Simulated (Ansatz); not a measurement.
Which is lower?

The two ends of one reaction step of CH5FZn, singlet (PBE0-D4/def2-TZVP).

A:

| atom | x (Å) | y (Å) | z (Å) |
| --- | --- | --- | --- |
| Zn1 | -0.9200 | 0.1152 | -0.1737 |
| F2 | -1.8782 | 0.1077 | -1.6479 |
| C3 | 0.1055 | 0.1269 | 1.4417 |
| H4 | 0.5279 | -0.3291 | -2.5702 |
| H5 | 1.2339 | -0.4073 | -2.3330 |
| H6 | -0.5389 | 0.3070 | 2.3036 |
| H7 | 0.8623 | 0.9124 | 1.4026 |
| H8 | 0.6076 | -0.8327 | 1.5770 |

B:

| atom | x (Å) | y (Å) | z (Å) |
| --- | --- | --- | --- |
| Zn1 | 0.5126 | -0.1088 | -0.3566 |
| F2 | -1.6800 | -0.0165 | -2.6185 |
| C3 | 0.3317 | 0.1056 | 1.5560 |
| H4 | -0.7576 | -0.1375 | -2.5004 |
| H5 | 0.7127 | -0.2892 | -1.8955 |
| H6 | -0.7125 | 0.2850 | 1.8223 |
| H7 | 0.9244 | 0.9519 | 1.9109 |
| H8 | 0.6688 | -0.7905 | 2.0820 |

Ansatz 0.2.0; basis: def2-TZVPP; cores frozen in the correlated methods. The 3s and 3p shells of Cu and Zn are frozen; filled d shells are correlated. B3LYP uses VWN-RPA correlation.

Problem. Which structure is lower at CCSD(T), and by how much? (Judge from chemistry; the value comes from the calculation.)

Solution. Computed: A, by 50.2 kJ/mol (electronic energy, against the other). By their contacts, A is a complex of CH₃FZn ([CH3][Zn][F]) + H₂ and B is a complex of CH₄Zn ([CH3][ZnH]) + HF.

All methods give the same order:

```tsv
method	E(B) − E(A) (kJ/mol)
SPW92	33.2
PBE-D4	47.5
BLYP-D4	57.7
r2SCAN-D4	57.2
B97M-V	50.1
PBE0-D4	43.7
B3LYP-D4	53.3
r2SCAN0-D4	51.3
BHLYP-D4	52.2
CAM-B3LYP-D4	53.1
wB97X-V	55.1
wB97M-V	50.9
B2PLYP	55.4
PBE-QIDH	47.4
RPA on PBE	52.0
HF	57.0
MP2	53.6
CCSD	50.1
CCSD(T)	50.2
```

The T1 diagnostic stays at or below 0.016.

Labels in which every atom is bracketed show which atoms are joined, not bond orders.

For scale, one of the runs: CCSD(T)/def2-TZVPP, 196 basis functions, launched by `ansatz run in.yaml --threads 4 --pin off --events-out ev --progress --plain --max-ram 9574MiB`. Hardware: 4 CPU threads of an Intel Xeon, shared host. Wall time 64 s; peak host memory 2.3 GiB.
